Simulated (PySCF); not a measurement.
Fill in the blanks.

Compound: C5H11N2Si (doublet state).
InChI=1S/C5H11N2Si/c1-3-4-5-8(2,6)7/h6H,5,7H2,1-2H3/t8-/m1/s1

Conformer (atom-mapped SMILES and torsion angles): `[CH3:1][C:2]#[C:3][CH2:4][Si@:5]([CH3:6])([NH:7])[NH2:8]`: C3–C4–Si5–C6 -63°, H–N7–Si5–C4 100°, H–N8–Si5–C4 113°, H–N8–Si5–C4 -22°.

```tsv
property	level	value
point group of the GFN2-xTB geometry	GFN2-xTB	C1
rotational constants A, B, C of the GFN2-xTB geometry	GFN2-xTB	2.980, 0.883, 0.863 GHz
isotropic g value	unrestricted B3LYP/pcH-1, mean-field spin–orbit	?
spin squared ⟨S²⟩	unrestricted B3LYP/pcH-1	?
largest isotropic hyperfine couplings (means over sets of like nuclei)	unrestricted B3LYP/pcH-1, mean-field spin–orbit	?
```

Gas-phase values; electronic properties from PySCF, density fitting. One conformer (not necessarily the lowest) at the GFN2-xTB geometry, without solvent or vibrations. GFN2-xTB frequencies show an imaginary mode (30i cm⁻¹), so this geometry is no minimum at that level. Hyperfine couplings depend on the geometry, which wasn't re-optimised at a DFT level. Couplings of like nuclei are plain means over topologically equivalent atoms, as if these changed places fast (by rotation of a methyl-like group, say); in this geometry the members of some sets differ.

(1) What is the isotropic g value?

(2) The spin squared ⟨S²⟩?

(3) What are the largest isotropic hyperfine couplings (means over sets of like nuclei)?

## Answers

(1) 2.00521.

(2) 0.758.

(3) 13C +83.5, 29Si +61.2, 1H -46.6, 14N +22.8, 1H -12.4 MHz.

⟨S²⟩ is 0.008 above the pure-spin value S(S + 1) = 0.75. At 9.50 GHz, hν = g·μB·B₀ (B₀ the magnetic field) puts the centre of the isotropic spectrum, to first order, at 338.5 mT. g_iso is shifted by about +2890 ppm from the free-electron value 2.002319.
